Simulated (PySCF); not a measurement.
A calculated (MN15, PySCF 2.14, jorge-DZP-DKH, the spin-free X2C one-electron Hamiltonian (Gaussian nucleus)) atom or ion has these occupied shells.

```csv
shell,electrons,orbital energy (eV),"rms radius, mean of both spins (bohr)"
1s β,1,-4404.7,0.0848
1s α,1,-4404.7,0.0848
2s α,1,-486.90,0.377
2s β,1,-486.78,0.377
2p α,3,-408.49,0.342
2p β,3,-408.34,0.342
3s α,1,-74.105,1.16
3s β,1,-73.546,1.16
3p α,3,-52.965,1.25
3p β,3,-52.165,1.25
3d α,1,-20.777,1.79
```

Task: Name the element and its charge.

Result: Sc²⁺ (scandium, charge +2), in [Ar] 3d1, 2D determinant.
